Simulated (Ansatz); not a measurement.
H3NSeZn, singlet, geometry from GFN2-xTB (such geometries of metal compounds can be far from the true shape); Ansatz (a quantum-chemistry and plane-wave program) with CASSCF(6,4)/STO-3G.

The Ansatz input:
Ansatz 0.2 input:
```yaml
crystal:
  periodic: [false, false, false]
  atoms:
    - {symbol: Zn, position_ang: [0.04727820, 0.41711943, -0.79986246]}
    - {symbol: N, position_ang: [-0.19531761, 2.08708080, -1.52256010]}
    - {symbol: H, position_ang: [-0.93662495, 2.19753724, -2.20237365]}
    - {symbol: H, position_ang: [0.61170571, 2.53916957, -1.93269758]}
    - {symbol: Se, position_ang: [-0.00285027, -0.87371807, 1.12321238]}
    - {symbol: H, position_ang: [0.37070577, -2.15344071, 0.59964480]}
basis:
  gaussian:
    orbitals: STO-3G
hamiltonian:
  xc: hf
magnetization: {spin_polarized: false}
correlation: {active_space: {window: {electrons: 6, orbitals: 4}}}
```

What the program printed (banner, timings and long lists left out):

```
Functional definition: HF
446 factors; integrals over basis functions are off by at most 5.0e-4 eV
mean field evaluation 1: about -113280.0101 eV, gradient 4.3e2 eV
mean field evaluation 2: about -113280.2470 eV, gradient 4.3e2 eV
mean field evaluation 4: about -113041.6718 eV, gradient 2.0e2 eV
mean field evaluation 8: about -113914.3712 eV, gradient 1.4e1 eV
mean field evaluation 16: about -113916.3429 eV, gradient 1.1e-1 eV
mean field evaluation 32: about -113913.5256 eV, gradient 1.3e-1 eV
mean field evaluation 64: about -113804.6492 eV, gradient 1.6e2 eV
mean field evaluation 96: about -113916.2714 eV, gradient 1.4e-1 eV
mean field -113916.27150185 eV, -4186.3457624707 hartree, gradient 2.7e-6 eV, S^2 0.000000; 3 other end points of the search recorded, 0 dependent functions left out
reference -113916.27150185 eV, -4186.3457624707 hartree; 37, 37 occupied and 7, 7 virtual orbitals, 446 factors
state -113918.43618097 eV, -4186.4253129614 hartree
Total energy: -113918.43618097 eV, -4186.4253129614 hartree
```
